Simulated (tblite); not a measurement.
Isomers of C6H12Si2. Method: GFN2-xTB as coded in tblite; computed harmonic values from a numerical Hessian at the method's own geometry, unscaled. The method is semi-empirical: single wavenumbers can be off by several per cent or more. Modes of hydrogen on silicon can be 10 to 20 % off. One conformer each.

Electronic energies: GFN2-xTB at the same geometries; isomer energies are rough at this level and their order can be wrong.

```
                       SMILES  electronic energy, lowest = 0 (kcal/mol)
 C=C[C@H]([SiH3])C1=C[SiH2]C1                                       0.0
C=C[C@@H](C)C1=C[SiH2][SiH2]1                                       8.2
     C#C[Si@@H]([SiH2]C)C1CC1                                      22.1
     C=C[Si@H](C)C1=C[SiH2]C1                                      18.7
```

**Question.** How do GFN2-xTB zero-point energies change the relative energies?

**Answer.** 
```
                       SMILES  ZPE (kcal/mol)  of it from modes above 1550 cm⁻¹  electronic (kcal/mol)  with ZPE, lowest = 0 (kcal/mol)  lowest mode (cm⁻¹)  rings
 C=C[C@H]([SiH3])C1=C[SiH2]C1            92.6                              51.2                    0.0                              0.0                  38      1
C=C[C@@H](C)C1=C[SiH2][SiH2]1            94.4                              51.8                    8.2                             10.0                  27      1
     C=C[Si@H](C)C1=C[SiH2]C1            94.6                              53.2                   18.7                             20.7                  33      1
     C#C[Si@@H]([SiH2]C)C1CC1            94.8                              52.1                   22.1                             24.3                  25      1
```

The zero-point energies span 2.2 kcal/mol, from `C=C[C@H]([SiH3])C1=C[SiH2]C1` to `C#C[Si@@H]([SiH2]C)C1CC1`. The order is unchanged.

**Question.** What do entropy and thermal enthalpy add at 298.15 K and 1 bar (rigid rotor, harmonic oscillator, one conformer each)?

**Answer.** 
| SMILES | point group | symmetry number | S (cal/(mol K)) | H − H(0) (kcal/mol) | ZPE + H − H(0) − TS (kcal/mol) |
| --- | --- | --- | --- | --- | --- |
| C=C[C@H]([SiH3])C1=C[SiH2]C1 | C1 | 1 | 104.0 | 7.61 | 69.2 |
| C=C[C@@H](C)C1=C[SiH2][SiH2]1 | C1 | 1 | 103.5 | 7.64 | 71.1 |
| C=C[Si@H](C)C1=C[SiH2]C1 | C1 | 1 | 108.2 | 8.05 | 70.4 |

Not tabulated: `C#C[Si@@H]([SiH2]C)C1CC1` (lowest mode only 25 cm⁻¹).
